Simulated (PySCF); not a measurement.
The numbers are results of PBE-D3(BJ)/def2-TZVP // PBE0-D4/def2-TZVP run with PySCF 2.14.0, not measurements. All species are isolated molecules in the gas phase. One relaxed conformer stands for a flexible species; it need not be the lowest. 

Reference species (SMILES): `[CH3][In]([CH3])[CH3]` (neutral, multiplicity 1).

```json
{
 "HOMO–LUMO gap": "4.27 eV",
 "HOMO": "-5.85 eV"
}
```

Changed species: `[CH3][In]([CH3])[SH]` (C–In–S–H torsion 0°) (1 of 3 CH3 replaced by SH; the reference has 0 of 3 CH3 replaced by SH).

**Question.** What does the change do to the HOMO–LUMO gap and HOMO?

**Answer.** the HOMO–LUMO gap drops by 0.06 eV, to 4.21 eV; the HOMO drops by 0.02 eV, to -5.87 eV.
